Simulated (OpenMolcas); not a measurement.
**C4H4Si: a line through the functionals**

C4H4Si has 9 atoms, charge 0, and is taken as a singlet. As SMILES, `C#C[SiH2]C#C`. Geometry: relaxed at PBE0-D4/def2-TZVP.

The vertical ionisation energy (to the doublet cation) y, in eV, basis cc-pVDZ; a is the functional's share of exact exchange. Programs: OpenMolcas 26.06.

| functional | program | a | y (eV) |
| --- | --- | --- | --- |
| revPBE | OpenMolcas | 0 | 9.59 |
| PBE | OpenMolcas | 0 | 9.64 |
| B3LYP | OpenMolcas | 0.2 | 9.95 |
| PBE0 | OpenMolcas | 0.25 | ? |
| BHLYP | OpenMolcas | 0.5 | 10.26 |

**Question.** Fit y = c + s·a to the known rows and predict PBE0.

**Answer.** 
1. Means of the 4 rows: a = 0.1750, y = 9.860.
2. Σ(Δa)² = 0.1675, Σ(Δa·Δy) = 0.218, so the slope is 0.218/0.1675 = 1.3015.
3. Intercept: 9.860 − (1.3015) × 0.1750 = 9.632. The largest residual of the fit is 0.058.
4. PBE0: 9.632 + (1.3015) × 0.25 = 9.96 eV.

The run gave 10.05 eV, so the prediction is off by -0.09 eV, about the largest residual.
